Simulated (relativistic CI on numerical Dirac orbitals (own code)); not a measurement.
## Ne VIII: q coefficients

Computed by Dirac-Coulomb-Breit CI, KLI orbitals optimised for each configuration, derivatives by finite differences, unscaled Slater integrals, QED left out (own radial code, finite nucleus).

CI space (outside the closed core 1s2): 2s, 2p, 3s, 3p, 3d. Levels of other configurations are missing.

With x = (α/α₀)² − 1 an excitation energy changes as ω = ω₀ + qx; K = 2q/ω₀ is the relative enhancement. Terms are leading LS components, so labels can repeat.

Lowest level 2s 2S_1/2.

| Level | ω₀ (cm⁻¹) | q (cm⁻¹) |
| --- | --- | --- |
| 2p 2P°_1/2 | 129215 | 813.2 |
| 2p 2P°_3/2 | 130835 | 2437 |
| 3s 2S_1/2 | 1099042 | 1734 |
| 3p 2P°_1/2 | 1134356 | 1957 |
| 3p 2P°_3/2 | 1134825 | 2428 |
| 3d 2D_3/2 | 1146308 | 2384 |
| 3d 2D_5/2 | 1146455 | 2531 |

At this charge configurations can still be misplaced by up to about 7 % of their energy.

(1) Which transition from the lowest level has the largest |K|?

## Answers

(1) 2p 2P°_3/2 at 130835 cm⁻¹, K = 0.0372.
